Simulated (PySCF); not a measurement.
C₆ coefficients of unlike pairs at r2SCANh

Calculated with PySCF 2.14 from the dipole response of each species, C₆(A,B) = (3/π) ∫ α_A(iu) α_B(iu) du, in atomic units, from isotropic polarisabilities. For ions this is the dispersion term alone; charge-induced terms of lower order in 1/R come first.

```tsv
species	configuration	basis	relativity	α (bohr³)	C₆ (like pair)
Mn²⁺	[Ar] 3d5 (6S)	x2c-QZVPPall with one added diffuse shell each of s, p, d, f, g type (12s8p6d5f3g)	spin-free X2C	3.881	11.51
Al⁺	[Ne] 3s2 (1S)	aug-cc-pVQZ-DK (7s6p4d3f2g)	spin-free X2C	24.88	131.5
Ar²⁺	[Ne] 3s2 3p4 (3P)	aug-cc-pV(Q+d)Z with one added diffuse shell each of s, p, d, f, g type (8s7p6d4f3g)	none	4.796	17.19
Ne⁺	[He] 2s2 2p5 (2P)	aug-cc-pCVTZ-DK (7s6p4d2f)	spin-free X2C	1.323	2.384
```

(1) Estimate C₆ for Ne⁺ with Mn²⁺.

No spin-orbit coupling is included.

The other pairs:

```json
{"pair": "Al⁺, Mn²⁺", "C₆": "31.41"}
{"pair": "Ne⁺, Al⁺", "C₆": "12.24"}
{"pair": "Ar²⁺, Al⁺", "C₆": "39.73"}
{"pair": "Ne⁺, Ar²⁺", "C₆": "6.120"}
{"pair": "Ar²⁺, Mn²⁺", "C₆": "13.93"}
```

## Answers

(1) The integral gives 5.150. The combination rule 2 C_A C_B / (C_A α_B/α_A + C_B α_A/α_B) gives 5.028 and the geometric mean 5.239.
